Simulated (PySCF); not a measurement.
TiCl3I, SMILES [Cl][Ti]([Cl])([Cl])[I], multiplicity 1. The structure is a stationary point at PBE-D3(BJ)/def2-SVP. The spin state was assumed, not searched. The structure was generated by enumeration; whether it is a known compound was not checked. The def2 effective core potentials stand for the cores of I; spin–orbit coupling is left out.

Problem. Give the equilibrium geometry at PBE-D3(BJ)/def2-SVP (PySCF confirms it by a frequency run) as a Z-matrix, and its point group. (An estimate is asked for; the answer gives what the named calculation found.)

Solution. point group C3v.
```
Ti
Cl 1 2.1717
Cl 1 2.1717 2 109.91
Cl 1 2.1717 2 109.91 3 121.09
I 1 2.5530 2 109.03 3 -119.45
```
Charge 0, spin multiplicity 1.
